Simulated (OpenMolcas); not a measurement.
C, Si, Ge, Sn, Pb: ns² np² down the group

| Item | Value |
| --- | --- |
| Program | OpenMolcas 26.06 |
| Method | SS-RASPT2, IPEA 0.25 Eh, imaginary shift 0.1 Eh |
| Basis | ANO-R3 |
| Scalar Hamiltonian | X2C, finite nucleus |
| Spin-orbit coupling | RASSI with atomic mean-field integrals over the reference wave functions, term energies averaged over their components |

Active space for each ion: 2 electrons in 9 orbitals (RAS2 p; RAS3 s d, at most 1 electron); closed shells correlated by CASPT2: C 1s 2s; Si 2s 2p 3s; Ge 3d 4s; Sn 4d 5s; Pb 5d 6s.

Computed levels in cm-1 above ³P₀:

| Level | C | Si | Ge | Sn | Pb |
| --- | --- | --- | --- | --- | --- |
| ³P₁ | 15.4 | 66.2 | 474 | 1377 | 6180 |
| ³P₂ | 46.2 | 194 | 1234 | 2990 | 9420 |
| ¹D₂ | 10310 | 6450 | 7240 | 8460 | 18840 |
| ¹S₀ | 26570 | 20000 | 19040 | 19800 | 29570 |
| weight of ³P in the lowest level (%) | 100 | 100 | 100 | 98 | 90 |

Mixed levels, with the weight of the term that names them: Pb ³P₂ (66 %), Pb ¹D₂ (66 %).

Measured, with the error of the calculation in %. Measured levels: C, Si, Ge, Sn, Pb from NIST Handbook of Basic Atomic Spectroscopic Data.

| Level | C | Si | Ge | Sn | Pb |
| --- | --- | --- | --- | --- | --- |
| ³P₁ | 16.4 (-5.9) | 77.1 (-14.1) | 557 (-15.0) | 1692 (-18.6) | 7819 (-21.0) |
| ³P₂ | 43.4 (+6.3) | 223 (-13.0) | 1410 (-12.5) | 3428 (-12.8) | 10650 (-11.5) |
| ¹D₂ | 10193 (+1.2) | 6299 (+2.4) | 7125 (+1.6) | 8613 (-1.7) | 21458 (-12.2) |
| ¹S₀ | 21648 (+22.7) | 15394 (+29.9) | 16367 (+16.3) | 17162 (+15.3) | 29467 (+0.4) |

The fine-structure level ³P₂ changes by a factor of 204 from C to Pb.

Without spin-orbit coupling ¹D lies 10280, 6320, 6310, 5730, 6290 cm-1 above ³P in that order; the difference to the level ¹D₂, of either sign, comes from spin-orbit coupling, which also lowers the zero.

Term energies are means over components that CASPT2 splits; among the terms shown or strongly mixed into the levels shown the widest spread is 96 cm-1 (3s² 3p² ¹D, Si). With the s shell closed, the reference lacks s² → p² mixing. Some terms miss by over 15 % even with CASPT2, which points to a basis or an active space too small for the shells correlated. No level of 2s² 2p 3d, 2s² 2p 3s was computed, though it lies in the active space (holds for C). No level of 3s² 3p 4s was computed, though it lies in the active space (holds for Si). No level of 4s² 4p 4d was computed, though it lies in the active space (holds for Ge). No level of 5s² 5p 5d was computed, though it lies in the active space (holds for Sn). Computed and measured levels are paired by configuration, term and J; levels that our copy of the source lacks, or whose pairing is in doubt (as where it misses far off the trend of its configuration), stay unpaired and out of the deviations. Where the source uses jj or jK labels, the order within each J decides. Only configurations of the active space appear.
